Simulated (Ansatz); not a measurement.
Consider the cleavage of the Al–Si bond: `[AlH2][SiH2]Cl` + `N[SiH2]F` → `F[SiH2][NH][AlH2]` + `[SiH3]Cl`.

Computed with Ansatz on PBE0-D4/def2-TZVP structures; ΔE is electronic, products minus reactants. CCSD(T)/CBS adds triple-zeta CCSD(T) − MP2 to the extrapolated MP2 energy (def2 sets, frozen cores). This one scheme is used for every species. DFT in def2-TZVPP. Each species was taken in one conformer, which may not be the lowest.

`[AlH2][SiH2]Cl`:

```xyz
7

Al   -0.301    0.275   -1.379
Si   -0.003   -0.314    0.987
Cl    1.853    0.547    1.406
H    -0.979    1.656   -1.765
H     0.284   -0.678   -2.504
H     0.118   -1.762    1.305
H    -0.972    0.275    1.950
```

`N[SiH2]F`:

```xyz
7

N    -0.649    0.361   -0.739
Si    0.348   -0.149    0.534
F     1.423   -1.272    0.133
H    -0.325    1.000   -1.446
H    -1.426   -0.191   -1.062
H    -0.505   -0.761    1.576
H     1.134    1.012    1.004
```

`F[SiH2][NH][AlH2]`:

```xyz
9

F     1.291    1.752   -1.218
Si   -0.118    1.175   -0.718
N     0.057    0.134    0.624
Al    0.065   -1.655    0.660
H    -0.933    2.364   -0.374
H    -0.690    0.395   -1.839
H     0.205    0.602    1.509
H     0.268   -2.354    2.064
H    -0.146   -2.412   -0.709
```

`[SiH3]Cl`:

```xyz
5

Si    0.029    0.089   -0.088
Cl   -0.435   -1.331    1.321
H    -0.842    1.267    0.126
H    -0.205   -0.488   -1.432
H     1.453    0.463    0.072
```

```tsv
level	ΔE (kcal/mol)
PBE-D4	-21.1
PBE-QIDH	-24.9
BLYP	-24.2
MP2/CBS(def2)	-27.9
```

**Question.** What does CCSD(T)/CBS give? (Best estimate.)

**Answer.** Ansatz gave: -25.9 kcal/mol. The listed levels differ from it by 4.8, 1.0, 1.7, -2.0 kcal/mol.

Largest T1 diagnostic among the species: 0.012.

Leaving LDA and LC-ωPBE aside and taking each functional with its dispersion term where it has one, the values, not all of them listed here, spread over 5.5 kcal/mol, from ωB97M-V to PBE-D4. LDA lies −1.1 kcal/mol from PBE without D4. From BLYP to BHLYP (50 % exact exchange), in def2-TZVPP and without D4, ΔE moves by −2.1 kcal/mol. At CCSD(T), def2-SVP lies −2.2 kcal/mol from the extrapolated value and def2-TZVPP −0.5 kcal/mol.
